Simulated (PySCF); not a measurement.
Nuclear quadrupole coupling in `FB(Cl)Cl`

BCl₂F.
Cartesian coordinates in Å at the PBE0-D3(BJ)/def2-SVP level; atoms count from 1:
```
atom  x, y, z in Å
B1    -0.051   -0.084    0.000
Cl2    1.690   -0.147    0.015
Cl3   -0.904    1.435   -0.020
F4    -0.734   -1.204    0.005
```

Field gradients from the PBE0/pcSseg-1 density (PySCF, non-relativistic), principal values in atomic units, ordered |Vxx| ≤ |Vyy| ≤ |Vzz|:

```
atom      Vxx      Vyy     Vzz
  B1  -0.1332  -0.1523  0.2855
 Cl2  -0.5944  -1.7731  2.3675
 Cl3  -0.5947  -1.7732  2.3679
```

Question: Find the asymmetry η = (Vxx − Vyy)/Vzz and the couplings χ = eQV/h (234.96 MHz × Q in barn × V in au), with Q(11B) = 0.04059 b, Q(35Cl) = −0.0817 b.

Answer: 
```csv
atom,environment,nucleus,η,χzz (MHz),χxx (MHz),χyy (MHz)
B1,boron bonded to 2 Cl and F,11B,0.07,2.723,-1.270,-1.452
Cl2,chlorine bonded to B,35Cl,0.50,-45.45,11.41,34.04
Cl3,chlorine bonded to B,35Cl,0.50,-45.46,11.42,34.04
```

The tensor is traceless: Vxx + Vyy + Vzz = 0.

Question: What is Vzz at Cl3 in SI units (1 au = 9.71736 × 10²¹ V/m²)?

Answer: 2.3679 au = 23.010 × 10²¹ V/m².

Question: And the gradient at the other heavy atoms, for which no coupling is worked out here?

Answer: 
```tsv
atom	environment	Vzz (au)	η
F4	fluorine bonded to B	1.460	0.72
```

Isolated species at its PBE0-D3(BJ)/def2-SVP geometry, gas phase. These gradients aren't converged with respect to the basis.
